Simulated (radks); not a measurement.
Question: These are the eigenvalues of the occupied orbitals of an atom or ion with whole-number occupations (hartree). Calculated with a radial shooting solver on a logarithmic mesh with Libxc functionals: non-relativistic Kohn-Sham, PBE, spin-unpolarised, spherical densities, point nucleus.

| orbital | eigenvalue |
|---|---|
| 1s | -16.55864 |
| 2s | -2.50195 |

Which element is it, and in what charge state? The configuration may be excited.

Answer: Z = 7, nitrogen, charge +3: N3+ in [He] 2s2. The 1s level, -16.559 hartree, gives Z - s = 5.8 by -(Z - s)^2/2, which with screening narrows Z to a few neighbours, and the depths must fix Z and the occupations together.
